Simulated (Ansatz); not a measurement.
Wavefunction ladder for CH7FOSi2 (`CO[SiH2][SiH2]F`)

```xyz
12

C    -1.619    0.739   -0.888
O    -0.257    1.096   -0.979
Si    0.959    0.027   -0.691
Si    0.990   -0.703    1.548
F    -0.393   -1.456    1.890
H    -1.883    0.404    0.122
H    -1.870   -0.060   -1.595
H    -2.217    1.618   -1.130
H     2.228    0.739   -0.987
H     0.839   -1.164   -1.584
H     1.124    0.425    2.508
H     2.101   -1.665    1.785
```

Charge 0, multiplicity 1. All single points use the PBE0-D4/def2-TZVP geometry. It is one conformer, not always the lowest. Frozen core, restricted reference, Ansatz 0.2.0. CBS rows extrapolate triple and quadruple zeta; past MP2 they add the triple-zeta difference.

```csv
basis,HF (Eh),MP2 corr.
def2-SVP,-793.83146,-0.70474
def2-TZVPP,-794.31661,-0.90491
def2-QZVPP,-794.34572,-0.97893
```

(1) Estimate the CCSD correlation energy and the (T) correction in each basis where they were run (hartree).

## Answers

(1) 
```json
{"basis": "def2-SVP", "CCSD corr.": "-0.76217", "(T)": "-0.01663"}
{"basis": "def2-TZVPP", "CCSD corr.": "-0.95486", "(T)": "-0.03163"}
{"basis": "CBS(def2)", "CCSD corr.": "-1.08370", "(T)": "as TZ"}
```
